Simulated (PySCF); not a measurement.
## Relaxation of doublet AuI₂

Method: PySCF, UPBE, basis Au def2-SVP with ECP60, I def2-SVP with ECP28 (scalar-relativistic core potentials, no spin–orbit coupling, density fitting). A (50,194) grid was used.

A hand-made bent start, of C2v symmetry, held to at least that symmetry:

Coordinates in bohr (charge 0 multiplicity 2):
```
Au    0.0000    0.0000   -1.5685
I     3.9783    0.0000    1.2172
I    -3.9783    0.0000    1.2172
```

Optimiser trace:
| step | E − E(last) (kJ/mol) | largest gradient (Eh/bohr) |
| --- | --- | --- |
| 0 | 62.94 | 0.01032 |
| 1 | 56.72 | 0.00653 |
| 2 | 39.42 | 0.01388 |
| 3 | 34.87 | 0.01532 |
| 4 | 28.96 | 0.01842 |
| 5 | 13.63 | 0.01904 |
| 6 | 1.95 | 0.00594 |
| 7 | 0.42 | 0.00218 |
| 8 | 0.01 | 0.00081 |
| 9 | 0.00 | 0.00004 |

It ends at D∞h with Au–I 2.574 Å (×2); I–Au–I 179.9°. No frequency check is given, so it may be a saddle point. Other isomers or separated fragments may lie lower.

Final geometry:
```xyz
3
charge 0 multiplicity 2, angstrom
Au    0.0000    0.0000    0.1538
I     2.5742    0.0000    0.1522
I    -2.5742    0.0000    0.1522
```

Open d and f shells are described by one determinant, and the ground state may have another occupation or spin. Spin–orbit coupling, left out here, can matter for elements this heavy.

The relaxation took about 5 core-minutes on a shared host.
